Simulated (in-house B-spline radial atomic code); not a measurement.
Configurations of the silver ion Ag³⁺, with energies counted from [Kr] 4d8. Method: Dirac-Hartree-Fock, average of configuration, Fermi nucleus of rms radius 4.5454 fm. Calculated with a radial B-spline atomic code at the basis-set limit. Energies include first-order Breit, QED and recoil terms.

Occupations are held fixed; configurations that lie above the ionisation limit could autoionise.

```tsv
configuration	E - E(ref) (eV)	highest orbital	its <r> (bohr)
[Kr] 4d7 7s1	39.322	7s1/2	7.69
[Kr] 4d7 8s1	42.873	8s1/2	11.47
[Ar] 3d10 4s2 4p5 4d9	59.745	4d5/2	1.239
[Ar] 3d10 4s2 4p5 4d8 5s1	73.563	5s1/2	2.326
[Ar] 3d10 4s2 4p5 4d8 5f1	100.85	5f5/2	6.904
[Ar] 3d10 4s2 4p5 4d8 5g1	101.53	5g7/2	6.859
```

Problem. Order these further configurations by energy, lowest first.
A. [Ar] 3d10 4s2 4p5 4d8 6f1
B. [Kr] 4d7 5s1
C. [Kr] 4d7 7f1
D. [Ar] 3d10 4s2 4p5 4d8 4f1
E. [Ar] 3d10 4s2 4p5 4d8 8g1

Solution. B (13.565 eV), C (45.292 eV), D (95.774 eV), A (103.73 eV), E (106.84 eV).

Problem. How far above the reference does [Kr] 4d7 6s1 lie?

Solution. 32.2 eV; its least bound orbital is 6s1/2 with <r> = 4.661 bohr.

Problem. How far above the reference does [Kr] 4d7 5f1 lie?

Solution. 40.697 eV; its least bound orbital is 5f5/2 with <r> = 6.991 bohr.
